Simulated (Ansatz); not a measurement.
Harmonic vibrations of Mn3 by finite differences.

```yaml
crystal:
  periodic: [false, false, false]
  atoms:
    - {symbol: Mn, position_ang: [1.329795, -0.393982, 0.432827]}
    - {symbol: Mn, position_ang: [-0.239260, 1.353386, -0.471442]}
    - {symbol: Mn, position_ang: [-1.090535, -0.959414, 0.038615]}
basis:
  gaussian: {orbitals: def2-TZVP}
magnetization: {spin_polarized: true, initial_magnetization: 11}
hamiltonian: {xc: pbe0, dispersion: d4}
scf: {omitted_lower_state_checks: [starts]}
phonons: {temperatures: {t_min: 298.15, t_max: 900, t_step: 200}}
```

```sh
$ ansatz run in.yaml --threads 4 --pin off --events-out ev --progress --plain --max-ram 3916MiB
```

Output, abridged:

```
Functional definition: PBE0
mean field -93940.72856168 eV, -3452.2580993288 hartree, gradient 2.1e-5 eV, S^2 37.737220; 0 other end points of the search recorded, 0 dependent functions left out
mean field -93940.72855045 eV, -3452.2580989161 hartree, gradient 2.6e-6 eV, S^2 37.736633; 0 other end points of the search recorded, 0 dependent functions left out
mean field -93940.72855179 eV, -3452.2580989655 hartree, gradient 2.1e-6 eV, S^2 37.737807; 0 other end points of the search recorded, 0 dependent functions left out
mean field -93940.72855096 eV, -3452.2580989351 hartree, gradient 2.5e-6 eV, S^2 37.738343; 0 other end points of the search recorded, 0 dependent functions left out
mean field -93940.72854945 eV, -3452.2580988796 hartree, gradient 2.8e-6 eV, S^2 37.736097; 0 other end points of the search recorded, 0 dependent functions left out
mean field -93940.72853650 eV, -3452.2580984035 hartree, gradient 2.0e-6 eV, S^2 37.738887; 0 other end points of the search recorded, 0 dependent functions left out
mean field -93940.72853801 eV, -3452.2580984589 hartree, gradient 2.9e-6 eV, S^2 37.735549; 0 other end points of the search recorded, 0 dependent functions left out
mean field -93940.72855631 eV, -3452.2580991315 hartree, gradient 1.7e-6 eV, S^2 37.737018; 0 other end points of the search recorded, 0 dependent functions left out
mean field -93940.72855798 eV, -3452.2580991930 hartree, gradient 1.4e-6 eV, S^2 37.737423; 0 other end points of the search recorded, 0 dependent functions left out
mean field -93940.72854787 eV, -3452.2580988214 hartree, gradient 2.8e-6 eV, S^2 37.736137; 0 other end points of the search recorded, 0 dependent functions left out
mean field -93940.72854499 eV, -3452.2580987156 hartree, gradient 2.6e-6 eV, S^2 37.738301; 0 other end points of the search recorded, 0 dependent functions left out
mean field -93940.72855264 eV, -3452.2580989967 hartree, gradient 2.1e-6 eV, S^2 37.736299; 0 other end points of the search recorded, 0 dependent functions left out
mean field -93940.72855247 eV, -3452.2580989906 hartree, gradient 1.9e-6 eV, S^2 37.738141; 0 other end points of the search recorded, 0 dependent functions left out
Total energy: -93940.80009437 eV, -3452.2607281068 hartree
Atom 0 at     1.329795    -0.393982     0.432827 Å, force    -0.000740     0.000118    -0.000210 eV/Å
Atom 1 at    -0.239260     1.353386    -0.471442 Å, force    -0.000255    -0.001518     0.000406 eV/Å
Atom 2 at    -1.090535    -0.959414     0.038615 Å, force     0.000994     0.001400    -0.000197 eV/Å
Dipole moment:     0.000018    -0.000002     0.000005 e Å
Vibrations: 202.14 202.17 278.29 cm⁻¹, zero-point energy 0.042317 eV
Checks for a lower state left out: starts
```

Run time 28 s (4 threads of AMD EPYC 9B14 on a shared host), peak host memory 0.6 GiB.

The charge 0 multiplicity 12 is spin-contaminated (final ⟨S²⟩ up to 37.74, 35.75 for a pure state). The relaxation made no stability test and no search for a lower SCF solution. The geometry of the multiplicity 12 was relaxed on an unsound state (⟨S²⟩ 37.74, where a pure state has 35.75). At PBE0-D4/def2-TZVP a octet of charge 0 lies 1.03 eV below the multiplicity 12, each at its own geometry. That octet is doubtful there (⟨S²⟩ 20.09, where a pure state has 15.75). The structure comes from a short search, and lower isomers may exist.
